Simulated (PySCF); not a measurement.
An unknown is described by computed data only.

Formula: C10H10.

| Item | Value |
| --- | --- |
| Polarisability | 113.5 au [CAM-B3LYP/def2-SVPD] |
| Dipole | 0.72 D [CAM-B3LYP/def2-SVPD] |
| 13C NMR | chemical shifts (computed TMS as zero) by class: 154.4 (1 C), 149.5 (1 C), 149.0 (1 C), 139.0 (1 C), 132.1 (1 C), 130.2 (1 C), 127.8 (1 C), 126.3 (1 C), 48.0 (1 C), 17.6 (1 C) ppm [GIAO PBE0/pcSseg-1] |
| 1H NMR | chemical shifts (computed TMS as zero) by class: 7.51 (1 H), 7.48 (1 H), 7.39 (1 H), 7.31 (1 H), 6.95 (1 H), 6.62 (1 H), 3.39 (1 H), 1.25 (3 H) ppm [GIAO PBE0/pcSseg-1] |
| UV, first state | lowest singlet excitation: 4.96 eV (250 nm, f = 0.065) [TDDFT CAM-B3LYP/def2-SVPD] |
| Valence photoelectron | vertical ionisation energy: 8.06 eV [ΔSCF CAM-B3LYP/def2-SVPD] |
| Rotational structure | rotational constants A, B, C: 2.595, 1.248, 0.885 GHz [PBE0-D3(BJ)/def2-SVP] |
| Triplet | lowest triplet excitation (Tamm–Dancoff): 3.28 eV [TDA CAM-B3LYP/def2-SVPD] |

Electronic properties: PySCF, gas phase, density fitting. Levels stand in brackets. Isolated species at its PBE0-D3(BJ)/def2-SVP geometry, gas phase. NMR classes are plain means over equivalent atoms (diastereotopic ones count apart unless rotation or inversion swaps them), as if these changed places fast.

**Question.** What is the compound? Reason from the data.

**Answer.** Numbering: `[CH3:1][C@H:2]1[CH:3]=[CH:4][c:5]2[cH:6][cH:7][cH:8][cH:9][c:10]21`. Its formula, C10H10, gives 6 degrees of unsaturation: 2 rings and 4 π bonds in the structure found (Kekulé form). 10 carbons fall into 10 classes; from least to most shielded: substituted aromatic carbon [C10] (154.4 ppm), alkene CH carbon [C3] (149.5 ppm), substituted aromatic carbon [C5] (149.0 ppm), alkene CH carbon [C4] (139.0 ppm), aromatic CH carbon [C7] (132.1 ppm), aromatic CH carbon [C8] (130.2 ppm), aromatic CH carbon [C9] (127.8 ppm), aromatic CH carbon [C6] (126.3 ppm), benzylic-type carbon [C2] (48.0 ppm), methyl carbon [C1] (17.6 ppm). Hydrogen classes from least to most shielded: 1 H on an aromatic CH carbon, C9 (7.51 ppm), 1 H on an aromatic CH carbon, C6 (7.48 ppm), 1 H on an aromatic CH carbon, C7 (7.39 ppm), 1 H on an aromatic CH carbon, C8 (7.31 ppm), 1 H on an alkene CH carbon, C4 (6.95 ppm), 1 H on an alkene CH carbon, C3 (6.62 ppm), 1 H on a benzylic-type carbon, C2 (3.39 ppm), 3 H on a methyl carbon, C1 (1.25 ppm, a mean of values up to 1.2 ppm apart in this geometry). The first electron is taken from the HOMO, whose largest Löwdin shares are 0.20 on an alkene CH carbon, 0.16 on an aromatic CH carbon, 0.14 on a substituted aromatic carbon and 0.13 on an alkene CH carbon. The optimised geometry has point group C1 and is an asymmetric top. Structure: 1-methyl-1H-indene, `C[C@H]1C=CC2=CC=CC=C21`. Computed isomers that give other values at the same levels: `C=CC1=C/C=C\C=C/C=C\1` (rotational constant A: 2.399 GHz; this holds for the one conformer computed); `CC1=CCc2ccccc21` (smallest rotational constant: 0.848 GHz; this holds for the one conformer computed); `C=Cc1ccc2c(c1)CC2` (13C chemical shifts (computed TMS as zero) by class: 150.7 (1 C), 150.1 (1 C), 146.0 (1 C), 140.5 (1 C), 135.5 (1 C), 127.8 (1 C), 121.3 (1 C), 116.9 (1 C), 30.8 (1 C), 30.6 (1 C) ppm). The assignments are read from this structure; whether some other isomer fits the data as well wasn't checked. The mirror image fits equally.
